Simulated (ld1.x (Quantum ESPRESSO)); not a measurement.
## Hf (Z = 72): ultrasoft pseudisation with PBE, fully relativistic reference atom.

```json
{
  "Element": "Hf",
  "Generator": "ld1.x (Quantum ESPRESSO) 7.5",
  "Type": "ultrasoft",
  "Functional": "PBE",
  "Relativity": "fully relativistic",
  "Frozen core": "[Kr] 4d10 4f14",
  "Valence charge": "12",
  "Reference configuration": "5s2 5p6 5d2 6s1.75 6p0 (charge +0.25)",
  "Partial waves": "5s (bound): rcut 1.70, rcutus 1.80 bohr; 6s (bound): rcut 1.70, rcutus 1.80 bohr; 5p (bound): rcut 1.95, rcutus 2.25 bohr; 6p (bound, empty): rcut 1.95, rcutus 2.25 bohr; 5d (bound): rcut 1.80, rcutus 2.05 bohr; 5d channel at 0.05 Ry: rcut 1.80, rcutus 2.05 bohr",
  "Local potential": "all-electron potential smoothed inside 1.70 bohr (lloc = -1)",
  "Core correction": "none",
  "Augmentation charge": "PSQ, inside the norm-conserving radii"
}
```

Open shells are filled in proportion to 2j + 1 (rel_dist='average').

Poles of the logarithmic derivatives, all-electron (AE) and pseudo (PS). s: poles at -5.0, 3.7 (AE) and -5.0, 3.7 (PS) Ry. p1/2: poles at -3.0 (AE) and -3.9, -3.0, 4.2 (PS) Ry. p3/2: poles at -2.3 (AE) and -6.4, -2.3 (PS) Ry. d3/2: poles at 0.8 (AE) and 0.8 (PS) Ry. d5/2: poles at 0.9 (AE) and 0.9 (PS) Ry. Test radius 2.44 bohr.

* Largest excitation error: -13 meV (all-electron minus pseudo) for 5s2 5p6 5d2 6s1 6p1, out of 7 test configurations
* Lowest eigenvalue of the overlap operator: -0.36 (p1/2 channel); it is negative, so in a basis up to 400 Ry S is not positive definite and the file is unfit for use
* Density cutoff estimated by the generator: 124 Ry

The ghost test of this file was not conclusive. Its overlap operator is not positive definite in a basis up to 400 Ry (lowest eigenvalue p1/2 -0.36, p3/2 -0.20), so the file is unfit for use: the generalised eigenproblem breaks down once the basis is large enough, and its test numbers describe a broken file.
